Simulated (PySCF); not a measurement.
C6H13As.
Structure used (PBE0-D3(BJ)/def2-SVP), in Å, numbered top down from 1:
```xyz
20
C6H13As angstrom
C     -2.8661   -0.4344    0.8916
C     -2.4064    0.1024   -0.4229
C     -1.1957   -0.0590   -0.9771
C     -0.0354   -0.7878   -0.3888
As     1.0319    0.3931    0.8099
C      1.5817    1.6899   -0.5595
C      2.6807   -0.6801    0.8065
H     -2.0831   -0.9986    1.4171
H     -3.1862    0.3838    1.5580
H     -3.7411   -1.0949    0.7673
H     -3.1434    0.6879   -0.9852
H     -1.0177    0.4218   -1.9457
H      0.6341   -1.1688   -1.1761
H     -0.3512   -1.6438    0.2273
H      2.3342    2.3702   -0.1346
H      2.0046    1.1930   -1.4462
H      0.7086    2.2869   -0.8603
H      3.4893   -0.1096    1.2873
H      2.9888   -0.9477   -0.2159
H      2.5203   -1.6006    1.3871
```

All values: PBE0/def2-SVPD (PySCF, non-relativistic), on one gas-phase PBE0-D3(BJ)/def2-SVP geometry that isn't relaxed in the solvent. The solvent is an IEF-PCM continuum (cavity from Bondi-type radii × 1.2), and excitations are vertical TDDFT with non-equilibrium linear response and a frozen core. Specific hydrogen bonds and non-electrostatic terms are outside this model. Spin–orbit coupling is left out although an atom past zinc is present.

Gas-phase singlets (H = HOMO, L = LUMO):

```json
{"state": "S1", "E (eV)": "5.578", "λ (nm)": "222", "f": "0.150", "leading configurations": "H→L 89%, H-1→L 9%"}
{"state": "S2", "E (eV)": "6.053", "λ (nm)": "205", "f": "0.048", "leading configurations": "H→L+1 86%, H→L+2 11%"}
{"state": "S3", "E (eV)": "6.142", "λ (nm)": "202", "f": "0.016", "leading configurations": "H→L+2 77%, H→L+1 11%"}
{"state": "S4", "E (eV)": "6.304", "λ (nm)": "197", "f": "0.131", "leading configurations": "H→L+3 58%, H-1→L 34%"}
{"state": "S5", "E (eV)": "6.415", "λ (nm)": "193", "f": "0.046", "leading configurations": "H-1→L 39%, H→L+3 36%"}
```

Task: Give the list for chloroform (ε = 4.711), n² = 2.09.

Result: 
```
state  E (eV)  λ (nm)      f  leading configurations  change by rank (eV)
   S1   5.569     223  0.243                 H→L 91%               -0.009
   S2   6.044     205  0.063               H→L+1 96%               -0.009
   S3   6.216     199  0.039               H→L+2 90%               +0.074
   S4   6.287     197  0.228               H-1→L 80%               -0.017
   S5   6.438     193  0.008   H→L+3 78%, H-1→L+1 9%               +0.023
```

Task: How do the frontier levels move from gas to chloroform?

Result: 
| orbital | gas (eV) | solvent (eV) | change (eV) |
| --- | --- | --- | --- |
| LUMO+2 | 0.79 | 0.90 | +0.11 |
| LUMO+1 | 0.75 | 0.81 | +0.06 |
| LUMO | 0.16 | 0.21 | +0.05 |
| HOMO | -6.35 | -6.35 | 0.00 |
| HOMO-1 | -6.92 | -6.90 | +0.02 |
| HOMO-2 | -8.76 | -8.66 | +0.10 |
| HOMO-3 | -9.13 | -9.05 | +0.08 |

The HOMO–LUMO gap goes from 6.52 to 6.56 eV. Rows go by rank; for LUMO+1 and LUMO+2 the atom shares or the degeneracy differ between the runs, so the row needn't follow one orbital.
